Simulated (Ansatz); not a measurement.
Geometry optimisation, RKS PBE0-D4/def2-mTZVP (Ansatz).

input.yaml

```yaml
crystal:
  periodic: [false, false, false]
  atoms:
    - { symbol: Al, position_ang: [-1.00119, 0.259896, -0.214396] }
    - { symbol: Cl, position_ang: [-0.463493, -1.596508, 0.806221] }
    - { symbol: F, position_ang: [-1.169348, 0.246883, -1.834887] }
    - { symbol: F, position_ang: [-1.38585, 1.565947, 0.680727] }
    - { symbol: H, position_ang: [1.965537, -0.643146, 0.487689] }
    - { symbol: F, position_ang: [2.054243, 0.166928, 0.074645] }
basis:
  gaussian: { orbitals: def2-mTZVP }
hamiltonian:
  xc: pbe0
  dispersion: d4
relax:
  f_tol: 0.03
  max_steps: 50
output:
  orbitals: {}
```

Launched with:

```bash
$ ansatz run input.yaml --threads 2 --pin off --max-ram 3072MiB --backend cpu --events-out ev --progress --plain --runs-dir out
```

**Question.** Where does it end, and by what steps?

**Answer.** The forces met the threshold. After 8 steps the energy has fallen by 0.558 eV; F6 moved furthest, 0.71 Å. Joined: Al1–F6 (3.07 → 1.99 Å).

```tsv
step	energy less start (eV)	largest force component (eV/Å)	accepted
0	0.0000	1.146	yes
1	-0.1353	0.818	yes
2	-0.2746	1.160	yes
3	-0.4882	0.902	yes
4	-0.5199	0.860	yes
5	-0.4938	0.493	no
6	-0.5556	0.173	yes
7	-0.5574	0.087	yes
8	-0.5581	0.029	yes
```

```xyz
6
Properties=species:S:1:pos:R:3
Al -0.612 0.180 -0.143
Cl -0.550 -1.691 0.844
F -0.839 0.177 -1.766
F -1.044 1.493 0.739
H 1.673 -0.470 0.380
F 1.371 0.311 -0.053
```

Whether the end is a true minimum wasn't checked by a vibrational analysis.

The run took 25 s on 2 threads of Intel(R) Xeon(R) Platinum 8488C (Sapphire Rapids), with other jobs on the host, peak memory 0.24 GiB.
